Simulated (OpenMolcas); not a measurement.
**3d⁶ along the 24-electron sequence**

```json
{
  "Program": "OpenMolcas",
  "Method": "MS-CASPT2, IPEA 0.25 Eh, imaginary shift 0.1 Eh",
  "Basis": "ANO-R3",
  "Scalar Hamiltonian": "X2C, finite nucleus",
  "Spin-orbit coupling": "state interaction with AMFI integrals over the reference wave functions, term energies averaged over their components"
}
```

Active space for each ion: 6 electrons in 5 orbitals (3d); closed shells correlated by CASPT2: 3s 3p.

Computed levels in cm-1 above ⁵D₄:

```tsv
Level	Fe2+	Co3+	Ni4+	Cu5+
⁵D₃	438	626	860	1147
⁵D₂	745	1060	1445	1912
⁵D₁	943	1337	1818	2400
⁵D₀	1039	1473	2000	2640
³P₂(1)	18780	22560	26000	29210
³H₆	19760	23680	27310	30760
³H₅	19980	23980	27700	31250
³P₁(1)	20060	24380	28500	32540
³H₄	20130	24180	27920	31460
weight of ⁵D in the lowest level (%)	100	100	100	100
```

Measured, with the error of the calculation in %. Measured levels: Fe2+ from Corliss and Sugar, J. Phys. Chem. Ref. Data 11, 135 (1982); Co3+ from Sugar and Corliss, J. Phys. Chem. Ref. Data 10, 1097 (1981); Ni4+ from Corliss and Sugar, J. Phys. Chem. Ref. Data 10, 197 (1981); Cu5+ from Sugar and Musgrove, J. Phys. Chem. Ref. Data 19, 527 (1990).

```
 Level          Fe2+          Co3+          Ni4+          Cu5+
   ⁵D₃    436 (+0.4)    639 (-2.0)    890 (-3.3)   1196 (-4.1)
   ⁵D₂    739 (+0.9)   1078 (-1.7)   1490 (-3.0)   1987 (-3.8)
   ⁵D₁    932 (+1.1)                 1872 (-2.8)   2490 (-3.6)
   ⁵D₀   1027 (+1.2)   1494 (-1.4)   2058 (-2.8)   2733 (-3.6)
³P₂(1)  19405 (-3.2)  22883 (-1.4)  26153 (-0.6)  29285 (-0.2)
   ³H₆  20051 (-1.5)     23680 (0)  27111 (+0.7)  30418 (+1.1)
   ³H₅  20301 (-1.6)  24032 (-0.2)  27578 (+0.4)  31009 (+0.8)
³P₁(1)  20688 (-3.0)  24729 (-1.4)  28698 (-0.7)  32685 (-0.4)
   ³H₄  20482 (-1.7)  24272 (-0.4)  27859 (+0.2)  31288 (+0.5)
```

The fine-structure level ⁵D₀ changes by a factor of 2.54 from Fe2+ to Cu5+. Its fourth root runs 5.68, 6.20, 6.69, 7.17, with steps per unit of Z of 0.52, 0.49, 0.48; equal steps would mean a (Z - σ)^4 law with constant σ.

³P₂(1) changes by a factor of 1.56 over the same range, with steps per unit of Z of +3780, +3440, +3210 cm-1.

Term energies are means over components that CASPT2 splits; among the terms shown or strongly mixed into the levels shown the widest spread is 280 cm-1 (3d⁶ ³H, Cu5+). Computed and measured levels are paired by configuration, term and J; levels that our copy of the source lacks, or whose pairing is in doubt (as where it misses far off the trend of its configuration), stay unpaired and out of the deviations. Levels of configurations outside the active space are missing.

A number in round brackets counts repeated terms of one configuration in the order of the reference energies.
